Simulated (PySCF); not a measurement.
BH4N2Si (calculated)

Calculation on a computer-drawn molecule: the log of a Hartree-Fock and frozen-core CCSD(T) single point meant for a local Hartree-Fock minimum, with one planted fault or none, to be diagnosed. Offsets are logged minus clean, where the clean run is the same molecule without the fault. The reference is restricted for singlets and unrestricted otherwise, and also for a bond in bohr or an excited solution. Adding or removing an electron swaps singlet and doublet. The excited solution moves the top pair (singlet) or top alpha electron (doublet) to the lowest empty orbital. Highest occupied and lowest empty are orbital energies over both spins, largest force is the largest gradient component, triples share is (T) over the correlation energy, the T1 limit is 0.02 restricted and 0.045 unrestricted, electrons count all cores, a negative frequency is imaginary (commonest isotopes), and the dipole is about the centre of nuclear charge. Program: PySCF 2.14.0.

```json
{"formula": "BH4N2Si", "logged_structure": {"atoms_angstrom": [["N", -0.7436, -0.0434, 1.3759], ["B", -0.2527, -1.1315, 1.1507], ["N", 0.3634, -2.3972, 0.8262], ["Si", 1.3701, -2.6991, -0.435], ["H", -1.1584, 0.829, 1.5867], ["H", 0.1312, -3.1515, 1.4581], ["H", 1.695, -1.6026, -1.3361], ["H", 1.888, -4.0516, -0.5888]]}, "given": {"meant_charge": 1, "meant_multiplicity": 1, "meant_basis": "cc-pV(D+d)Z", "logged_electrons": 36, "logged_basis_functions": 85, "logged_SCF_converged": "yes", "logged_spin_squared": 2.0435, "logged_highest_occupied [eV]": -11.114, "logged_lowest_empty [eV]": -7.1067, "logged_largest_force [hartree/bohr]": 0.21556, "logged_T1_diagnostic": 0.041538, "logged_D1_diagnostic": 0.24093, "logged_triples_share": 0.032829, "logged_CC_converged": "yes", "logged_dipole_magnitude [debye]": 6.224, "logged_SCF_stable_within_its_kind": "yes", "logged_energy_HF [hartree]": -424.52171, "logged_energy_CCSD(T) [hartree]": -425.02678, "possible_faults": "no fault, one electron removed, one electron added, multiplicity raised by two, geometry at a saddle point, SCF held on an excited solution, minimal basis STO-3G, one bond length entered in bohr, all coordinates scaled", "drawn_bonds_atom": [1, 2, 3, 1, 3, 4, 4], "drawn_bonds_other_atom": [2, 3, 4, 5, 6, 7, 8], "drawn_bonds_order": [2, 1, 1, 1, 1, 1, 1]}, "results": {"planted_fault": "multiplicity raised by two", "HF_energy_offset_from_clean_run [kcal/mol]": 70.97, "CCSD(T)_energy_offset_from_clean_run [kcal/mol]": 90.6}}
```
